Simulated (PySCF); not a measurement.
BrCdHO, SMILES [OH][Cd][Br].

Geometry optimised at B3LYP-D3(BJ)/def2-TZVP. The def2 effective core potentials stand for the cores of Cd; spin–orbit coupling is left out. Other conformers were not sampled.

Level of theory: TDA-PBE0/def2-SVPD (PySCF).

Vertical excitations. Isolated molecule, no solvent. State labels are in the subgroup Cs.

Question: Estimate the UV-visible absorptions. (An estimate is asked for; the answer gives what the named calculation found.)

Answer: 
```json
[
 {"state": "S1", "symmetry": "A\"", "energy (eV)": "4.67", "λ (nm)": "266", "f": "0.001", "main pairs": "HOMO→LUMO 89 %"},
 {"state": "S2", "symmetry": "A'", "energy (eV)": "5.00", "λ (nm)": "248", "f": "0.017", "main pairs": "HOMO−1→LUMO 99 %"},
 {"state": "S3", "symmetry": "A\"", "energy (eV)": "5.17", "λ (nm)": "240", "f": "0.038", "main pairs": "HOMO−2→LUMO 89 %"},
 {"state": "S4", "symmetry": "A'", "energy (eV)": "6.07", "λ (nm)": "204", "f": "0.127", "main pairs": "HOMO−3→LUMO 68 %, HOMO→LUMO+2 20 %"},
 {"state": "S5", "symmetry": "A\"", "energy (eV)": "6.41", "λ (nm)": "193", "f": "0.000", "main pairs": "HOMO→LUMO+1 97 %"},
 {"state": "S6", "symmetry": "A'", "energy (eV)": "6.62", "λ (nm)": "187", "f": "0.008", "main pairs": "HOMO−1→LUMO+1 73 %, HOMO−4→LUMO 21 %"},
 {"state": "S7", "symmetry": "A'", "energy (eV)": "6.73", "λ (nm)": "184", "f": "0.002", "main pairs": "HOMO→LUMO+2 44 %, HOMO−4→LUMO 34 %, HOMO−2→LUMO+2 17 %"},
 {"state": "S8", "symmetry": "A\"", "energy (eV)": "6.77", "λ (nm)": "183", "f": "0.000", "main pairs": "HOMO−1→LUMO+2 98 %"},
 {"state": "S9", "symmetry": "A\"", "energy (eV)": "6.84", "λ (nm)": "181", "f": "0.000", "main pairs": "HOMO−2→LUMO+1 96 %"},
 {"state": "S10", "symmetry": "A'", "energy (eV)": "7.25", "λ (nm)": "171", "f": "0.030", "main pairs": "HOMO−3→LUMO+1 62 %, HOMO−2→LUMO+2 31 %"},
 {"state": "T1", "symmetry": "A\"", "energy (eV)": "4.25", "λ (nm)": "292", "f": "0", "main pairs": "HOMO→LUMO 78 %, HOMO−2→LUMO 19 %"},
 {"state": "T2", "symmetry": "A'", "energy (eV)": "4.62", "λ (nm)": "268", "f": "0", "main pairs": "HOMO−1→LUMO 92 %"},
 {"state": "T3", "symmetry": "A\"", "energy (eV)": "4.76", "λ (nm)": "261", "f": "0", "main pairs": "HOMO−2→LUMO 78 %, HOMO→LUMO 20 %"},
 {"state": "T4", "symmetry": "A'", "energy (eV)": "4.87", "λ (nm)": "254", "f": "0", "main pairs": "HOMO−3→LUMO 90 %"}
]
```
Triplets are in the Tamm–Dancoff approximation.
